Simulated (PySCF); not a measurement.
# Two-component Hartree-Fock for Cd⁴⁺ (cadmium, charge +4)

Start: [Kr] 4d8; 4d3/2 filled at m_j = -3/2, -1/2, +1/2, +3/2; 4d5/2 filled at m_j = -1/2, +1/2, +3/2, +5/2. Calculated with PySCF 2.14 in x2c-QZVPPall-2c: generalised Hartree-Fock with the X2C-1e Hamiltonian and a Gaussian nucleus; one run each with spin-orbit coupling (SO) switched off, then screened by Boettger's factors.

```tsv
spinor shell	electrons	ε, spin-free (eV)	ε, screened SO (eV)	weight of nominal j (screened SO)	rms radius, screened SO (bohr)
1s1/2	2	-26902.8	-26900.8	1.000	0.0348
2s1/2	2	-4130.0	-4129.4	1.000	0.142
2p1/2	2	-3704.4	-3838.0	1.000	0.124
2p3/2	4	-3704.4	-3643.0	1.000	0.128
3s1/2	2	-852.75	-852.52	1.000	0.381
3p1/2	2	-709.65	-734.27	1.000	0.375
3p3/2	4	-709.65	-698.16	1.000	0.386
3d3/2	4	-486.33	-490.82	0.997	0.361
3d5/2	6	-486.33	-483.05	0.998	0.365
4s1/2	2	-182.11	-182.03	1.000	0.932
4p1/2	2	-136.98	-142.87	0.958	0.994
4p3/2	4	-136.98	-134.13	0.979	1.02
4d3/2	4	-71.619	-72.209	0.708	1.23
4d5/2	4	-71.619	-71.070	0.740	1.24
```

| quantity | spin-free | screened SO |
| --- | --- | --- |
| E (hartree) | -5586.80316 | -5587.95282 |
| M_J | 4 | 4 |
| ⟨J²⟩ | 20.007 | 20.008 |
| ⟨L²⟩ | 12.006 | 12.100 |
| ⟨S²⟩ | 2.001 | 1.995 |

Each row is a mean over spinors that exchange with the open shell spreads, by up to 9.424 eV (4p3/2).

Rows whose weight is well below 1 are mixtures of j = l ± 1/2: exchange outweighs spin-orbit coupling there, and the label is only the starting occupation.

Breit and QED terms are absent; they matter most for the inner s and p1/2 levels.

Densities and radii are taken from the X2C orbitals without a picture-change correction, which distorts them close to the nucleus.

Without spin-orbit coupling the j labels of p, d and f shells carry no meaning; the spin-free column gives the mean over the occupied spinors of each nl shell.
